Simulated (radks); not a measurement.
Neutral dysprosium inside a hard spherical wall (all orbitals vanish at R), configuration held at [Xe] 4f10 6s2 and not refilled when levels cross. Calculated with a radial shooting solver on a logarithmic mesh with Libxc functionals: scalar-relativistic Kohn-Sham, LDA (Slater exchange, Perdew-Wang correlation), spin-polarised, spherical densities, finite nucleus; open shells are filled with parallel spins first (spin-orbit coupling, left out, can overturn this in heavy ions); Fermi nuclear charge, rms radius 5.2218 fm. Eigenvalues in eV for spin up, with the zero of energy where the potential of the charges vanishes at infinity; a dash marks a level that is unbound or too diffuse for the functional's potential to be trusted. A positive occupied level is held by the wall or, in an anion where self-interaction has pushed it up, behind a barrier. The pressure on the wall is -dE/dV.

| R (bohr) | E (hartree) | kinetic (hartree) | e(5s) | e(5p) | e(4f) | e(6s) | e(5d, empty) | e(6p, empty) | pressure (GPa) |
|---|---|---|---|---|---|---|---|---|---|
| free | -12148.3831 | 13100.735 | -49.795 | -26.029 | -4.523 | -3.954 | -1.470 | -1.231 | 0 |
| 20 | -12148.3831 | 13100.735 | -49.795 | -26.029 | -4.523 | -3.954 | -1.470 | -1.230 | < 0.0001 |
| 12 | -12148.3828 | 13100.739 | -49.765 | -26.000 | -4.493 | -3.932 | -1.439 | -1.138 | 0.00506 |
| 7 | -12148.3426 | 13100.972 | -48.586 | -24.845 | -3.327 | -2.751 | -0.279 | 1.093 | 1.82 |
| 5 | -12148.1015 | 13101.952 | -45.818 | -22.206 | -0.482 | 1.777 | 2.887 | 8.170 | 27.1 |
| 4 | -12147.5331 | 13104.107 | -42.232 | -18.814 | 3.482 | 10.357 | 7.632 | 20.276 | 150 |
| 3.5 | -12146.7732 | 13106.994 | -38.729 | -15.373 | 7.581 | 20.354 | 12.614 | 33.397 | 417 |
